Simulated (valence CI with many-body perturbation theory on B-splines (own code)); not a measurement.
**Forbidden lines of W34+**

Method: valence CI with perturbative core correlation (CI+MBPT): four valence electrons over a frozen Dirac-Fock core [Kr], radial functions for each j: 7 s, 7 p, 8 d, 6 f, 4 g, 1 h, with the one-electron correlation potential Σ1 (screened to all orders), the two-electron term Σ2, the three-electron term Σ3, Breit, model QED; selected single and double excitations, second order for the rest, scaled by the run's own slope (own B-spline code, finite nucleus).

The last digits are not significant, and no measured levels were compared; by estimate large intervals hold to a few tenths of a per cent, small ones and those within an open d or f shell to about a per cent. The list stops below the first excitations out of the core.

Lines 1 to 50 of 120 in falling wavelength, among levels below 125.204 eV, chosen from the decays that carry over 1 % of a level's rate. Wavelengths and rates use the calculated energies. S is in atomic units (e²a₀⁴ for E2 and M2, e²a₀⁶ for E3), for M1 in squared Bohr magnetons. Weak lines are less certain than strong ones. Lines between different terms over intervals too small for the method are left out, as are lines whose strength nearly cancels. The highest levels of a list are the least certain.

Levels are named by their leading jj configuration (3d3/2^4 stands for four electrons in 3d with j = 3/2), which in mixed levels can hold well under half, so a name can repeat and another be missing. Letters in brackets count levels of one name in rising energy.

| λ vac (Å) | Upper | Lower | Type | A (s⁻¹) | S (a.u.) |
| --- | --- | --- | --- | --- | --- |
| 8987 | (4d3/2^2 4d5/2^2) J=6 | (4d3/2^2 4d5/2^2) J=5 | M1 | 1.05e+01 | 3.67e+00 |
| 8601 | (4d3/2^3 4d5/2) J=3 | (4d3/2^3 4d5/2) J=2 | M1 | 2.46e+01 | 4.07e+00 |
| 7603 | (4d3/2^3 4d5/2) J=3 | (4d3/2^3 4d5/2) J=4 | M1 | 2.22e+01 | 2.53e+00 |
| 2554 | (4d3/2^2 4d5/2^2) J=1 | (4d3/2^2 4d5/2^2) J=0 [a] | M1 | 7.51e+02 | 1.39e+00 |
| 2501 | (4d3/2^2 4d5/2^2) J=4 [b] | (4d3/2^2 4d5/2^2) J=3 [a] | M1 | 4.56e+02 | 2.38e+00 |
| 2420 | (4d3/2^3 4d5/2) J=2 | (4d3/2^3 4d5/2) J=1 | M1 | 1.46e+03 | 3.83e+00 |
| 2136 | (4d3/2^2 4d5/2^2) J=2 [d] | (4d3/2^2 4d5/2^2) J=2 [c] | M1 | 8.32e+02 | 1.50e+00 |
| 2071 | (4d3/2 4d5/2^3) J=3 [c] | (4d3/2 4d5/2^3) J=2 [a] | M1 | 6.95e+02 | 1.60e+00 |
| 1918 | (4d3/2^2 4d5/2^2) J=2 [b] | (4d3/2^2 4d5/2^2) J=2 [a] | M1 | 8.18e+02 | 1.07e+00 |
| 1829 | (4d3/2^2 4d5/2^2) J=4 [c] | (4d3/2^2 4d5/2^2) J=3 [b] | M1 | 4.68e+02 | 9.55e-01 |
| 1590 | (4d3/2 4d5/2^3) J=0 | (4d3/2 4d5/2^3) J=1 [a] | M1 | 1.78e+03 | 2.65e-01 |
| 1481 | (4d3/2 4d5/2^3) J=3 [b] | (4d3/2^2 4d5/2^2) J=2 [d] | M1 | 7.65e+02 | 6.45e-01 |
| 1377 | (4d3/2 4d5/2^3) J=1 [b] | (4d3/2^2 4d5/2^2) J=0 [b] | M1 | 2.93e+03 | 8.50e-01 |
| 1279 | (4d3/2^2 4d5/2^2) J=4 [c] | (4d3/2^2 4d5/2^2) J=5 | M1 | 3.60e+02 | 2.51e-01 |
| 1178 | (4d3/2^2 4d5/2^2) J=2 [d] | (4d3/2^2 4d5/2^2) J=2 [b] | M1 | 8.66e+02 | 2.62e-01 |
| 1116 | (4d3/2^2 4d5/2^2) J=2 [d] | (4d3/2^2 4d5/2^2) J=3 [b] | M1 | 3.61e+02 | 9.30e-02 |
| 1108 | (4d3/2^2 4d5/2^2) J=2 [c] | (4d3/2^2 4d5/2^2) J=2 [a] | M1 | 1.35e+03 | 3.41e-01 |
| 1090 | (4d3/2 4d5/2^3) J=2 [b] | (4d3/2 4d5/2^3) J=1 [a] | M1 | 7.28e+02 | 1.75e-01 |
| 1077 | (4d3/2 4d5/2^3) J=3 [c] | (4d3/2 4d5/2^3) J=4 [a] | M1 | 1.17e+03 | 3.78e-01 |
| 1023 | (4d3/2^2 4d5/2^2) J=4 [c] | (4d3/2^2 4d5/2^2) J=4 [a] | M1 | 4.56e+03 | 1.63e+00 |
| 979.5 | (4d3/2^2 4d5/2^2) J=4 [a] | (4d3/2^3 4d5/2) J=3 | M1 | 4.91e+03 | 1.54e+00 |
| 967.4 | (4d3/2^2 4d5/2^2) J=2 [d] | (4d3/2^2 4d5/2^2) J=1 | M1 | 1.45e+02 | 2.44e-02 |
| 940.5 | (4d3/2^2 4d5/2^2) J=3 [a] | (4d3/2^3 4d5/2) J=3 | M1 | 2.50e+04 | 5.39e+00 |
| 937.0 | (4d3/2 4d5/2^3) J=2 [b] | (4d3/2 4d5/2^3) J=3 [a] | M1 | 2.63e+03 | 4.01e-01 |
| 936.5 | (4d3/2 4d5/2^3) J=3 [a] | (4d3/2^2 4d5/2^2) J=4 [b] | M1 | 3.90e+03 | 8.31e-01 |
| 924.6 | (4d3/2 4d5/2^3) J=2 [a] | (4d3/2^2 4d5/2^2) J=2 [c] | M1 | 4.45e+03 | 6.52e-01 |
| 914.6 | (4d3/2^2 4d5/2^2) J=2 [a] | (4d3/2^3 4d5/2) J=2 | M1 | 1.41e+04 | 2.00e+00 |
| 914.0 | (4d3/2 4d5/2^3) J=1 [b] | (4d3/2^2 4d5/2^2) J=2 [d] | M1 | 1.48e+04 | 1.26e+00 |
| 912.2 | (4d3/2 4d5/2^3) J=3 [c] | (4d3/2^2 4d5/2^2) J=2 [d] | M1 | 3.66e+03 | 7.22e-01 |
| 874.4 | (4d3/2 4d5/2^3) J=3 [b] | (4d3/2^2 4d5/2^2) J=2 [c] | M1 | 1.15e+03 | 1.99e-01 |
| 867.7 | (4d3/2^2 4d5/2^2) J=4 [a] | (4d3/2^3 4d5/2) J=4 | M1 | 3.83e+04 | 8.34e+00 |
| 858.8 | (4d3/2^3 4d5/2) J=1 | (4d3/2^4) J=0 | M1 | 4.18e+04 | 2.94e+00 |
| 847.8 | (4d3/2^2 4d5/2^2) J=3 [a] | (4d3/2^3 4d5/2) J=2 | M1 | 1.89e+04 | 2.99e+00 |
| 845.6 | (4d3/2 4d5/2^3) J=1 [a] | (4d3/2^2 4d5/2^2) J=2 [b] | M1 | 5.78e+03 | 3.89e-01 |
| 819.1 | (4d5/2^4) J=4 | (4d3/2 4d5/2^3) J=3 [b] | M1 | 5.52e+03 | 1.01e+00 |
| 799.6 | (4d3/2 4d5/2^3) J=2 [b] | (4d3/2^2 4d5/2^2) J=2 [d] | M1 | 3.02e+03 | 2.86e-01 |
| 797.2 | (4d3/2 4d5/2^3) J=5 | (4d3/2^2 4d5/2^2) J=4 [b] | M1 | 2.07e+04 | 4.28e+00 |
| 778.7 | (4d3/2^2 4d5/2^2) J=2 [d] | (4d3/2^2 4d5/2^2) J=3 [a] | M1 | 6.50e+02 | 5.69e-02 |
| 769.8 | (4d3/2 4d5/2^3) J=4 [a] | (4d3/2^2 4d5/2^2) J=5 | M1 | 4.81e+03 | 7.33e-01 |
| 742.1 | (4d3/2^2 4d5/2^2) J=5 | (4d3/2^3 4d5/2) J=4 | M1 | 2.32e+04 | 3.87e+00 |
| 731.4 | (4d3/2 4d5/2^3) J=1 [a] | (4d3/2^2 4d5/2^2) J=1 | M1 | 2.88e+04 | 1.25e+00 |
| 729.7 | (4d3/2^2 4d5/2^2) J=2 [d] | (4d3/2^2 4d5/2^2) J=2 [a] | M1 | 1.69e+02 | 1.21e-02 |
| 719.4 | (4d3/2 4d5/2^3) J=5 | (4d3/2^2 4d5/2^2) J=6 | M1 | 1.14e+04 | 1.74e+00 |
| 713.5 | (4d3/2^2 4d5/2^2) J=0 [b] | (4d3/2^2 4d5/2^2) J=1 | M1 | 2.74e+04 | 3.69e-01 |
| 699.3 | (4d3/2^2 4d5/2^2) J=1 | (4d3/2^3 4d5/2) J=2 | M1 | 5.02e+04 | 1.91e+00 |
| 698.0 | (4d3/2 4d5/2^3) J=6 | (4d3/2^2 4d5/2^2) J=6 | M1 | 2.31e+04 | 3.79e+00 |
| 691.7 | (4d3/2 4d5/2^3) J=3 [c] | (4d3/2^2 4d5/2^2) J=4 [c] | M1 | 2.71e+04 | 2.32e+00 |
| 689.1 | (4d3/2^2 4d5/2^2) J=3 [b] | (4d3/2^3 4d5/2) J=3 | M1 | 5.48e+03 | 4.66e-01 |
| 688.8 | (4d3/2^2 4d5/2^2) J=0 [a] | (4d3/2^3 4d5/2) J=1 | M1 | 1.25e+05 | 1.51e+00 |
| 688.7 | (4d3/2 4d5/2^3) J=4 [a] | (4d3/2^2 4d5/2^2) J=3 [a] | M1 | 2.59e+04 | 2.83e+00 |
